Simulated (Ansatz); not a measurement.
Consider the ligand exchange at a B–C bond: `NCBCl` + H₂Se → `ClB[SeH]` + CH₃NH₂.

Isolated molecules relaxed with PBE0-D4/def2-TZVP in Ansatz; ΔE leaves out vibrations. CCSD(T)/CBS is the MP2 limit (def2-TZVPP, def2-QZVPP) plus CCSD(T) − MP2 in def2-TZVPP, frozen cores. DFT in def2-TZVPP. For Se outer-core shells are correlated without core-valence functions, which leaves a few kJ/mol of doubt a bond. Scalar relativity is left out up to krypton. One conformer a species, not always the lowest.

Task: Is it downhill or uphill in electronic energy at CCSD(T)/CBS, and by how much? (Estimate.)

Result: The calculation gave: Downhill: ΔE = -16.8 kcal/mol.

Task: What do these levels give: revPBE-D4, CAM-B3LYP-D4, BLYP, HF/def2-TZVPP, HF/CBS(def2), MP2/CBS(def2)? (Estimate.)

Result: Computed: revPBE-D4 -16.7, CAM-B3LYP-D4 -14.7, BLYP -16.7, HF/def2-TZVPP -15.2, HF/CBS(def2) -15.0, MP2/CBS(def2) -18.0 kcal/mol.

Largest T1 diagnostic among the species: 0.012.

From BLYP to BHLYP (50 % exact exchange), in def2-TZVPP and without D4, ΔE moves by +1.2 kcal/mol. Leaving LDA and LC-ωPBE aside and taking each functional with its dispersion term where it has one, the values, not all of them listed here, spread over 2.2 kcal/mol, from PBE-QIDH to CAM-B3LYP-D4. LDA lies +2.4 kcal/mol from PBE without D4.
